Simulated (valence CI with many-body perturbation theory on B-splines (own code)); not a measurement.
# E1 transitions of Yb³⁸⁺

Computed by relativistic CI+MBPT: four valence electrons over a frozen Dirac-Fock core [Ar] 3d10, radial functions for each j: 11 s, 11 p, 9 d, 7 f, 5 g, 2 h, 1 i, with the one-electron correlation potential Σ1, the two-electron term Σ2, the three-electron term Σ3, Breit, model QED; selected CI, second order for the rest (own B-spline code, finite nucleus).

No measured spectrum was set against this ion. As an estimate, large intervals hold to a few tenths of a per cent, small ones and those within an open d or f shell to about a per cent.

Lines 151 to 200 of 244 in falling wavelength, among levels below 416.39 eV, chosen from the strongest by gf and those to the six lowest levels. Wavelengths and rates use the calculated energies. Electric multipoles are in the length gauge, E1 and E2 with the static RPA response of the core. Weak lines are less certain than strong ones. Lines between different terms over intervals too small for the method are left out, as are lines whose strength nearly cancels. Where a level lies close to another of its J and parity, the split of strength between their lines is uncertain. The highest levels of a list are the least certain.

Levels are named by their leading jj configuration (3d3/2^4 stands for four electrons in 3d with j = 3/2), which in mixed levels can hold well under half, so a name can repeat and another be missing. Letters in brackets count levels of one name in rising energy.

```tsv
λ vac (nm)	Upper	Lower	A (s⁻¹)	S (a.u.) with core polarisation	S without
7.304	(4s 4p1/2 4p3/2 4d3/2) J=1 [c]	(4s^2 4p1/2 4d3/2) J=2	2.81e+11	1.62e-01	1.73e-01
7.287	(4p1/2 4p3/2^3) J=1	(4s 4p1/2 4p3/2^2) J=2 [b]	1.30e+11	7.44e-02	7.90e-02
7.284	(4s 4p1/2 4p3/2^2) J=2 [b]	(4s^2 4p1/2 4p3/2) J=2	4.90e+11	4.67e-01	4.96e-01
7.278	(4s^2 4p3/2 4d5/2) J=3	(4s^2 4p3/2^2) J=2	6.33e+11	8.43e-01	8.93e-01
7.266	(4s 4p1/2 4p3/2 4d5/2) J=3 [b]	(4s 4p1/2 4p3/2^2) J=2 [a]	4.56e+10	6.05e-02	6.38e-02
7.261	(4s 4p1/2 4p3/2^2) J=1 [a]	(4s^2 4p1/2 4p3/2) J=1	2.08e+11	1.18e-01	1.25e-01
7.259	(4s 4p1/2 4p3/2 4d5/2) J=2 [b]	(4s 4p1/2 4p3/2^2) J=2 [a]	6.03e+10	5.70e-02	6.05e-02
7.239	(4s 4p1/2 4p3/2^2) J=1 [b]	(4s^2 4p1/2 4p3/2) J=2	3.73e+11	2.10e-01	2.23e-01
7.232	(4s 4p1/2 4p3/2 4d5/2) J=3 [e]	(4s^2 4p1/2 4d5/2) J=3	2.98e+11	3.89e-01	4.13e-01
7.226	(4s 4p3/2^3) J=2	(4s^2 4p3/2^2) J=2	6.54e+11	6.09e-01	6.46e-01
7.216	(4s 4p1/2 4p3/2 4d5/2) J=2 [d]	(4s^2 4p1/2 4d5/2) J=3	1.21e+11	1.12e-01	1.20e-01
7.193	(4p1/2 4p3/2^3) J=2	(4s 4p1/2 4p3/2^2) J=1 [a]	1.71e+10	1.57e-02	1.68e-02
7.184	(4s 4p1/2 4p3/2 4d5/2) J=3 [e]	(4s^2 4p1/2 4d5/2) J=2	1.29e+11	1.65e-01	1.75e-01
7.167	(4s 4p1/2 4p3/2 4d5/2) J=2 [d]	(4s^2 4p1/2 4d5/2) J=2	1.77e+11	1.61e-01	1.71e-01
7.165	(4s 4p3/2^3) J=1	(4s^2 4p3/2^2) J=0	5.95e+11	3.24e-01	3.44e-01
7.161	(4s 4p1/2 4p3/2 4d5/2) J=1 [a]	(4s^2 4p1/2 4d3/2) J=2	1.34e+11	7.29e-02	7.76e-02
7.120	(4s 4p1/2 4p3/2^2) J=2 [b]	(4s^2 4p1/2 4p3/2) J=1	3.20e+10	2.85e-02	3.02e-02
7.099	(4s^2 4p1/2 4f5/2) J=2	(4s^2 4p1/2 4d3/2) J=2	1.30e+10	1.15e-02	1.21e-02
7.077	(4s 4p1/2 4p3/2^2) J=1 [b]	(4s^2 4p1/2 4p3/2) J=1	2.63e+11	1.38e-01	1.47e-01
7.074	(4s 4p1/2 4p3/2 4d5/2) J=3 [c]	(4s 4p1/2 4p3/2^2) J=2 [a]	1.59e+11	1.94e-01	2.06e-01
7.059	(4s 4p1/2 4p3/2 4d3/2) J=2 [d]	(4s^2 4p1/2 4d3/2) J=1	5.28e+11	4.58e-01	4.86e-01
6.973	(4p1/2 4p3/2^3) J=1	(4s^2 4p1/2 4d5/2) J=2	1.05e+11	5.27e-02	5.61e-02
6.936	(4p1/2^2 4p3/2^2) J=2	(4s 4p1/2^2 4p3/2) J=2	5.50e+10	4.53e-02	4.82e-02
6.892	(4s 4p1/2 4p3/2 4d3/2) J=1 [d]	(4s^2 4p1/2 4d3/2) J=2	2.68e+10	1.30e-02	1.38e-02
6.892	(4p1/2 4p3/2^3) J=1	(4s 4p1/2 4p3/2^2) J=0	1.57e+11	7.60e-02	8.07e-02
6.864	(4s 4p1/2 4p3/2 4d5/2) J=2 [c]	(4s 4p1/2 4p3/2^2) J=3	5.49e+10	4.38e-02	4.67e-02
6.826	(4s 4p3/2^3) J=1	(4s^2 4p3/2^2) J=2	3.16e+11	1.49e-01	1.58e-01
6.733	(4s^2 4p1/2 4f5/2) J=3	(4s^2 4p1/2 4d3/2) J=2	6.89e+11	7.26e-01	7.69e-01
6.699	(4s 4p1/2 4p3/2 4d5/2) J=3 [e]	(4s 4p1/2 4p3/2^2) J=3	2.43e+10	2.53e-02	2.69e-02
6.555	(4p1/2 4p3/2^3) J=2	(4s 4p1/2 4p3/2^2) J=3	1.45e+10	1.01e-02	1.08e-02
6.465	(4s 4p1/2 4p3/2 4d3/2) J=2 [d]	(4s^2 4p1/2 4d3/2) J=2	2.21e+11	1.47e-01	1.57e-01
6.376	(4s 4p1/2 4p3/2 4d5/2) J=3 [d]	(4s^2 4p1/2 4d3/2) J=2	2.64e+10	2.36e-02	2.50e-02
6.316	(4p1/2 4p3/2^3) J=2	(4s 4p1/2 4p3/2^2) J=2 [a]	1.99e+10	1.24e-02	1.32e-02
6.279	(4p1/2 4p3/2^3) J=1	(4s 4p1/2 4p3/2^2) J=2 [a]	5.16e+10	1.89e-02	2.02e-02
6.195	(4s 4p1/2 4p3/2 4d5/2) J=3 [e]	(4s^2 4p1/2 4d3/2) J=2	1.45e+10	1.20e-02	1.26e-02
6.187	(4s 4p1/2 4p3/2 4d3/2) J=1 [a]	(4s 4p1/2^2 4p3/2) J=2	1.02e+10	3.58e-03	3.80e-03
6.183	(4s 4p1/2 4p3/2 4d5/2) J=2 [d]	(4s^2 4p1/2 4d3/2) J=2	3.78e+10	2.20e-02	2.34e-02
6.170	(4s 4p1/2 4p3/2 4d3/2) J=2 [a]	(4s 4p1/2^2 4p3/2) J=2	5.45e+10	3.16e-02	3.36e-02
6.116	(4s 4p1/2 4p3/2 4d3/2) J=3 [a]	(4s 4p1/2^2 4p3/2) J=2	2.64e+10	2.09e-02	2.21e-02
5.988	(4s 4p1/2 4p3/2 4d3/2) J=1 [b]	(4s 4p1/2^2 4p3/2) J=1	2.43e+10	7.74e-03	8.23e-03
5.928	(4s 4p1/2 4p3/2 4d3/2) J=1 [c]	(4s 4p1/2^2 4p3/2) J=1	6.14e+10	1.89e-02	2.01e-02
5.792	(4s^2 4p1/2 4f5/2) J=2	(4s 4p1/2^2 4p3/2) J=1	4.62e+11	2.22e-01	2.35e-01
5.757	(4s 4p1/2 4p3/2 4d3/2) J=2 [b]	(4s 4p1/2^2 4p3/2) J=2	1.20e+10	5.66e-03	6.02e-03
5.741	(4s 4p1/2 4p3/2 4d3/2) J=3 [b]	(4s 4p1/2^2 4p3/2) J=2	2.28e+09	1.49e-03	1.59e-03
5.718	(4s^2 4p3/2 4d3/2) J=2	(4s^2 4p1/2 4p3/2) J=2	5.77e+11	2.66e-01	2.83e-01
5.699	(4s^2 4p3/2 4d3/2) J=1	(4s^2 4p1/2 4p3/2) J=2	1.16e+11	3.19e-02	3.39e-02
5.690	(4s 4p1/2 4p3/2 4d3/2) J=3 [c]	(4s 4p1/2^2 4p3/2) J=2	7.14e+11	4.55e-01	4.83e-01
5.685	(4s 4p1/2 4p3/2 4d5/2) J=2 [b]	(4s 4p1/2^2 4p3/2) J=1	4.19e+10	1.90e-02	2.02e-02
5.654	(4s^2 4p3/2 4d5/2) J=2	(4s^2 4p1/2 4p3/2) J=2	1.04e+10	4.66e-03	4.96e-03
5.654	(4s 4p1/2 4p3/2 4d3/2) J=1 [d]	(4s 4p1/2^2 4p3/2) J=1	9.66e+11	2.58e-01	2.75e-01
```
